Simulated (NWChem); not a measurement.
System: BN2H4F; SMILES NB(N)F

The following NWChem deck was run.

```
start job
memory heap 200 mb stack 900 mb global 1100 mb
geometry units angstroms noautoz
  B      0.000000     0.000000    -0.018340
  F      0.000000     0.000000    -1.368566
  N     -1.251104     0.000000     0.636870
  H     -2.113577     0.000000     0.112548
  H     -1.371504     0.000000     1.637830
  N      1.251104     0.000000     0.636870
  H      1.371504     0.000000     1.637830
  H      2.113577     0.000000     0.112548
end
basis spherical
  B library def2-svpd
  F library def2-svpd
  N library def2-svpd
  H library def2-svpd
end
dft
  xc xpbe96 cpbe96
  iterations 150
  vectors input atomic output neutral.movecs
end
task dft energy
charge 1
dft
  odft
  mult 2
  vectors input atomic output cation.movecs
end
task dft energy
charge -1
dft
  odft
  mult 2
  vectors input atomic output anion.movecs
end
task dft energy
```

Excerpt of the output:

```
             Northwest Computational Chemistry Package (NWChem) 7.3.0
             --------------------------------------------------------

 C2V symmetry detected

                             Geometry "geometry" -> ""
                             -------------------------

 Output coordinates in angstroms (scale by  1.889725989 to convert to a.u.)

  No.       Tag          Charge          X              Y              Z
 ---- ---------------- ---------- -------------- -------------- --------------
    1 B                    5.0000     0.00000000     0.00000000    -0.01859444
    2 F                    9.0000     0.00000000     0.00000000    -1.36882044
    3 N                    7.0000    -1.25110400     0.00000000     0.63661556
    4 H                    1.0000    -2.11357700     0.00000000     0.11229356
    5 H                    1.0000    -1.37150400     0.00000000     1.63757556
    6 N                    7.0000     1.25110400     0.00000000     0.63661556
    7 H                    1.0000     1.37150400     0.00000000     1.63757556
    8 H                    1.0000     2.11357700     0.00000000     0.11229356

 Effective nuclear repulsion energy (a.u.)     114.6925562700

      Symmetry information
      --------------------

 Group name             C2v
 Group number             16
 Group order               4
 No. of unique centers     5

  pbe96 is a nonlocal functional; adding pw91lda local functional.

                                 NWChem DFT Module
                                 -----------------

 Summary of "ao basis" -> "ao basis" (spherical)
 ------------------------------------------------------------------------------
       Tag                 Description            Shells   Functions and Types
 ---------------- ------------------------------  ------  ---------------------
 B                         def2-svpd                 8       20   4s2p2d
 F                         def2-svpd                 9       23   4s3p2d
 N                         def2-svpd                 8       20   4s2p2d
 H                         def2-svpd                 4        8   2s2p

      Symmetry analysis of basis
      --------------------------

        a1         47
        a2         14
        b1         35
        b2         19

            General Information
            -------------------
          SCF calculation type: DFT
          Wavefunction type:  closed shell.
          No. of atoms     :     8
          No. of electrons :    32
           Alpha electrons :    16
            Beta electrons :    16
          Charge           :     0
          Spin multiplicity:     1
          Use of symmetry is: on ; symmetry adaption is: on
          Maximum number of iterations: 150
          AO basis - number of functions:   115
                     number of shells:    49
          Convergence on energy requested:  1.00D-06
          Convergence on density requested:  1.00D-05
          Convergence on gradient requested:  5.00D-04

              XC Information
              --------------
          PerdewBurkeErnzerhof Exchange Functional  1.000
            Perdew 1991 LDA Correlation Functional  1.000 local
           PerdewBurkeErnz. Correlation Functional  1.000 non-local

             Grid Information
             ----------------
          Grid used for XC integration:  medium
          Radial quadrature: Mura-Knowles
          Angular quadrature: Lebedev.
          Tag              B.-S. Rad. Rad. Pts. Rad. Cut. Ang. Pts.
          ---              ---------- --------- --------- ---------
          B                   0.85       49           8.0       434
          F                   0.50       49          10.0       434
          N                   0.65       49          10.0       434
          H                   0.35       45          11.0       434
          Grid pruning is: on
          Number of quadrature shells:   237
          Spatial weights used:  Erf1

      Superposition of Atomic Density Guess
      -------------------------------------

 Sum of atomic energies:        -234.28755926

      Non-variational initial energy
      ------------------------------

 Total energy =    -236.138206
 1-e energy   =    -547.410720
 2-e energy   =     196.579958
 HOMO         =      -0.342537
 LUMO         =       0.029523

      Symmetry analysis of molecular orbitals - initial
      -------------------------------------------------

  Numbering of irreducible representations:

     1 a1          2 a2          3 b1          4 b2

  Orbital symmetries:

     1 a1          2 a1          3 b1          4 a1          5 a1
     6 a1          7 b1          8 a1          9 b1         10 a1
    11 b2         12 a1         13 b1         14 b1         15 b2
    16 a2         17 a1         18 b1         19 a1         20 a1
    21 b2         22 b1         23 a1         24 b2         25 a1
    26 b2

   convergence    iter        energy       DeltaE   RMS-Dens  Diis-err
 ---------------- ----- ----------------- --------- --------- ---------
 d= 0,ls=0.0,diis     1   -236.2474386537 -3.51D+02  1.66D-02  7.48D-01
 d= 0,ls=0.0,diis     2   -236.1946221161  5.28D-02  6.40D-03  1.53D+00
 d= 0,ls=0.0,diis     3   -236.3290708841 -1.34D-01  1.45D-03  4.95D-02
 d= 0,ls=0.0,diis     4   -236.3314917165 -2.42D-03  6.37D-04  1.56D-02
 d= 0,ls=0.0,diis     5   -236.3329279019 -1.44D-03  1.49D-04  5.08D-04
  Resetting Diis
 d= 0,ls=0.0,diis     6   -236.3329842060 -5.63D-05  1.42D-05  1.83D-06
 d= 0,ls=0.0,diis     7   -236.3329843587 -1.53D-07  8.30D-06  2.34D-07

         Total DFT energy =     -236.332984358677
      One electron energy =     -551.418145618340
           Coulomb energy =      230.004746142798
    Exchange-Corr. energy =      -29.612141153109
 Nuclear repulsion energy =      114.692556269974

 Numeric. integr. density =       32.000005378303

                  Occupations of the irreducible representations
                  ----------------------------------------------

                     irrep           alpha         beta
                     --------     --------     --------
                     a1                8.0          8.0
                     a2                1.0          1.0
                     b1                5.0          5.0
                     b2                2.0          2.0

                       DFT Final Molecular Orbital Analysis
                       ------------------------------------

 Vector   14  Occ=2.000000D+00  E=-3.223556D-01  Symmetry=b1
              MO Center= -1.3D-13, -5.7D-15, -8.9D-01, r^2= 1.6D+00
   Bfn.  Coefficient  Atom+Function         Bfn.  Coefficient  Atom+Function
  ----- ------------  ---------------      ----- ------------  ---------------
    25      0.598288  2 F  px                28     -0.389472  2 F  px
     5     -0.151920  1 B  px                48      0.151589  3 N  px
    84      0.151589  6 N  px                31     -0.135024  2 F  px
    50     -0.115089  3 N  pz                86      0.115089  6 N  pz
    72      0.092091  5 H  s                100     -0.092091  7 H  s

 Vector   15  Occ=2.000000D+00  E=-2.621201D-01  Symmetry=b2
              MO Center=  1.8D-14, -6.6D-16,  3.0D-01, r^2= 2.5D+00
   Bfn.  Coefficient  Atom+Function         Bfn.  Coefficient  Atom+Function
  ----- ------------  ---------------      ----- ------------  ---------------
    49      0.351964  3 N  py                85      0.351964  6 N  py
    26     -0.284917  2 F  py                52     -0.226125  3 N  py
    88     -0.226125  6 N  py                 6      0.217969  1 B  py
    29      0.194862  2 F  py                 9     -0.097368  1 B  py
    17     -0.055954  1 B  d -1              12     -0.033150  1 B  d -1

 Vector   16  Occ=2.000000D+00  E=-2.134384D-01  Symmetry=a2
              MO Center= -1.9D-14,  8.7D-16,  6.3D-01, r^2= 2.6D+00
   Bfn.  Coefficient  Atom+Function         Bfn.  Coefficient  Atom+Function
  ----- ------------  ---------------      ----- ------------  ---------------
    49      0.430313  3 N  py                85     -0.430313  6 N  py
    52     -0.295636  3 N  py                88      0.295636  6 N  py
    16      0.063167  1 B  d -2              11      0.046333  1 B  d -2
    78     -0.037983  5 H  py               106      0.037983  7 H  py
    70     -0.029229  4 H  py               114      0.029229  8 H  py

 Vector   17  Occ=0.000000D+00  E=-1.514406D-02  Symmetry=a1
              MO Center=  2.3D-13,  8.7D-17,  8.1D-01, r^2= 9.1D+00
   Bfn.  Coefficient  Atom+Function         Bfn.  Coefficient  Atom+Function
  ----- ------------  ---------------      ----- ------------  ---------------
     4      2.161175  1 B  s                 24     -0.690092  2 F  s
    73     -0.559743  5 H  s                101     -0.559743  7 H  s
    79      0.309270  5 H  pz               107      0.309270  7 H  pz
    18      0.286397  1 B  d  0              20      0.267317  1 B  d  2
    45     -0.215810  3 N  s                 81     -0.215810  6 N  s

 Vector   18  Occ=0.000000D+00  E= 3.076212D-02  Symmetry=b1
              MO Center= -3.7D-13, -1.5D-15,  7.2D-01, r^2= 1.0D+01
   Bfn.  Coefficient  Atom+Function         Bfn.  Coefficient  Atom+Function
  ----- ------------  ---------------      ----- ------------  ---------------
    47      7.070413  3 N  s                 83     -7.070413  6 N  s
    65     -2.239276  4 H  s                109      2.239276  8 H  s
     8      2.149174  1 B  px                73     -2.069818  5 H  s
   101      2.069818  7 H  s                 69     -0.777763  4 H  px
   113     -0.777763  8 H  px                79      0.730493  5 H  pz

[...]
```

Level: PBE/def2-SVPD, vertical spin-unrestricted ions. Structure relaxed at the PBE0/def2-SVP level.
